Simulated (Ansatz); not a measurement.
Ansatz (a quantum-chemistry and plane-wave program) input (B3LYP-D3(BJ)/def2-TZVP):

Ansatz 0.2 input:
```yaml
crystal:
  periodic: [false, false, false]
  atoms:
    - {symbol: B, position_ang: [-0.00000000, -0.00000000, -0.20072794]}
    - {symbol: H, position_ang: [0.00000000, 0.00000000, 1.00363971]}
basis:
  gaussian:
    orbitals: def2-TZVP
hamiltonian:
  xc: b3lyp
  dispersion: d3bj
total_charge: 1
magnetization: {spin_polarized: true, initial_magnetization: 1}
phonons: {temperatures: {t_min: 298.15, t_max: 298.15, t_step: 100}}
```

Output:

```
Functional definition: B3LYP
integrals: 0.00 GiB planned
213 factors; their error is unknown
mean field: 0.07 GiB planned
mean field evaluation 1: about -678.3045 eV, gradient 7.7e0 eV
mean field evaluation 2: about -678.7169 eV, gradient 2.0e0 eV
mean field evaluation 4: about -678.7495 eV, gradient 6.8e-2 eV
mean field evaluation 8: about -678.7439 eV, gradient 2.6e-3 eV
mean field -678.74389141 eV, -24.9433779401 hartree, gradient 7.9e-6 eV, S^2 0.752101; 0 other end points of the search recorded, 0 dependent functions left out
the calculation of the forces begins
reference -678.74404737 eV, -24.9433836717 hartree; 3, 2 occupied and 34, 35 virtual orbitals, 213 factors
these checks for a lower state are left out or cut short: stability, starts, cluster_reference, orbital_swaps, neighbouring_geometries, increment
integrals: 0.00 GiB planned
213 factors; their error is unknown
mean field: 0.07 GiB planned
mean field evaluation 16: about -678.7439 eV, gradient 2.5e-2 eV
mean field -678.74389141 eV, -24.9433779401 hartree, gradient 3.6e-7 eV, S^2 0.752101; 0 other end points of the search recorded, 0 dependent functions left out
the calculation of the forces begins
reference -678.74404737 eV, -24.9433836717 hartree; 3, 2 occupied and 34, 35 virtual orbitals, 213 factors
these checks for a lower state are left out or cut short: stability, starts, cluster_reference, orbital_swaps, neighbouring_geometries, increment
integrals: 0.00 GiB planned
213 factors; their error is unknown
mean field: 0.07 GiB planned
mean field -678.74389141 eV, -24.9433779401 hartree, gradient 3.6e-7 eV, S^2 0.752101; 0 other end points of the search recorded, 0 dependent functions left out
the calculation of the forces begins
reference -678.74404737 eV, -24.9433836717 hartree; 3, 2 occupied and 34, 35 virtual orbitals, 213 factors
these checks for a lower state are left out or cut short: stability, starts, cluster_reference, orbital_swaps, neighbouring_geometries, increment
integrals: 0.00 GiB planned
213 factors; their error is unknown
mean field: 0.07 GiB planned
mean field evaluation 32: about -678.7439 eV, gradient 3.9e-4 eV
mean field -678.74389141 eV, -24.9433779401 hartree, gradient 3.6e-7 eV, S^2 0.752101; 0 other end points of the search recorded, 0 dependent functions left out
the calculation of the forces begins
reference -678.74404737 eV, -24.9433836717 hartree; 3, 2 occupied and 34, 35 virtual orbitals, 213 factors
these checks for a lower state are left out or cut short: stability, starts, cluster_reference, orbital_swaps, neighbouring_geometries, increment
integrals: 0.00 GiB planned
213 factors; their error is unknown
mean field: 0.07 GiB planned
mean field -678.74389141 eV, -24.9433779401 hartree, gradient 3.6e-7 eV, S^2 0.752101; 0 other end points of the search recorded, 0 dependent functions left out
the calculation of the forces begins
reference -678.74404737 eV, -24.9433836717 hartree; 3, 2 occupied and 34, 35 virtual orbitals, 213 factors
these checks for a lower state are left out or cut short: stability, starts, cluster_reference, orbital_swaps, neighbouring_geometries, increment
integrals: 0.00 GiB planned
213 factors; their error is unknown
mean field: 0.07 GiB planned
mean field -678.74382280 eV, -24.9433754188 hartree, gradient 2.0e-6 eV, S^2 0.752072; 0 other end points of the search recorded, 0 dependent functions left out
the calculation of the forces begins
reference -678.74397871 eV, -24.9433811485 hartree; 3, 2 occupied and 34, 35 virtual orbitals, 213 factors
these checks for a lower state are left out or cut short: stability, starts, cluster_reference, orbital_swaps, neighbouring_geometries, increment
integrals: 0.00 GiB planned
213 factors; their error is unknown
mean field: 0.07 GiB planned
mean field -678.74382342 eV, -24.9433754417 hartree, gradient 1.5e-6 eV, S^2 0.752131; 0 other end points of the search recorded, 0 dependent functions left out
the calculation of the forces begins
reference -678.74397944 eV, -24.9433811752 hartree; 3, 2 occupied and 34, 35 virtual orbitals, 213 factors
these checks for a lower state are left out or cut short: stability, starts, cluster_reference, orbital_swaps, neighbouring_geometries, increment
integrals: 0.00 GiB planned
213 factors; their error is unknown
mean field: 0.07 GiB planned
mean field -678.74389141 eV, -24.9433779401 hartree, gradient 3.6e-7 eV, S^2 0.752101; 0 other end points of the search recorded, 0 dependent functions left out
the calculation of the forces begins
reference -678.74404737 eV, -24.9433836717 hartree; 3, 2 occupied and 34, 35 virtual orbitals, 213 factors
these checks for a lower state are left out or cut short: stability, starts, cluster_reference, orbital_swaps, neighbouring_geometries, increment
integrals: 0.00 GiB planned
213 factors; their error is unknown
mean field: 0.07 GiB planned
mean field evaluation 64: about -678.7495 eV, gradient 8.4e-2 eV
mean field -678.74389141 eV, -24.9433779401 hartree, gradient 3.6e-7 eV, S^2 0.752101; 0 other end points of the search recorded, 0 dependent functions left out
the calculation of the forces begins
reference -678.74404737 eV, -24.9433836717 hartree; 3, 2 occupied and 34, 35 virtual orbitals, 213 factors
these checks for a lower state are left out or cut short: stability, starts, cluster_reference, orbital_swaps, neighbouring_geometries, increment
integrals: 0.00 GiB planned
213 factors; their error is unknown
mean field: 0.07 GiB planned
mean field -678.74389141 eV, -24.9433779401 hartree, gradient 3.6e-7 eV, S^2 0.752101; 0 other end points of the search recorded, 0 dependent functions left out
the calculation of the forces begins
reference -678.74404737 eV, -24.9433836717 hartree; 3, 2 occupied and 34, 35 virtual orbitals, 213 factors
these checks for a lower state are left out or cut short: stability, starts, cluster_reference, orbital_swaps, neighbouring_geometries, increment
integrals: 0.00 GiB planned
213 factors; their error is unknown
mean field: 0.07 GiB planned
mean field -678.74389141 eV, -24.9433779401 hartree, gradient 3.6e-7 eV, S^2 0.752101; 0 other end points of the search recorded, 0 dependent functions left out
the calculation of the forces begins
reference -678.74404737 eV, -24.9433836717 hartree; 3, 2 occupied and 34, 35 virtual orbitals, 213 factors
these checks for a lower state are left out or cut short: stability, starts, cluster_reference, orbital_swaps, neighbouring_geometries, increment
integrals: 0.00 GiB planned
213 factors; their error is unknown
mean field: 0.07 GiB planned
mean field -678.74382342 eV, -24.9433754417 hartree, gradient 1.5e-6 eV, S^2 0.752131; 0 other end points of the search recorded, 0 dependent functions left out
the calculation of the forces begins
reference -678.74397944 eV, -24.9433811752 hartree; 3, 2 occupied and 34, 35 virtual orbitals, 213 factors
these checks for a lower state are left out or cut short: stability, starts, cluster_reference, orbital_swaps, neighbouring_geometries, increment
integrals: 0.00 GiB planned
213 factors; their error is unknown
mean field: 0.07 GiB planned
mean field evaluation 96: about -678.7438 eV, gradient 2.0e-6 eV
mean field -678.74382280 eV, -24.9433754188 hartree, gradient 2.0e-6 eV, S^2 0.752072; 0 other end points of the search recorded, 0 dependent functions left out
the calculation of the forces begins
reference -678.74397871 eV, -24.9433811485 hartree; 3, 2 occupied and 34, 35 virtual orbitals, 213 factors
Total energy: -678.75791201 eV, -24.9438931878 hartree
Atom 0 at    -0.000000    -0.000000    -0.200728 Å, force    -0.000000    -0.000000    -0.001121 eV/Å
Atom 1 at     0.000000     0.000000     1.003640 Å, force     0.000000     0.000000     0.001121 eV/Å
Dipole moment:    -0.000000     0.000000    -0.022760 e Å
Vibrations: 2538.89 cm⁻¹, zero-point energy 0.157391 eV
```
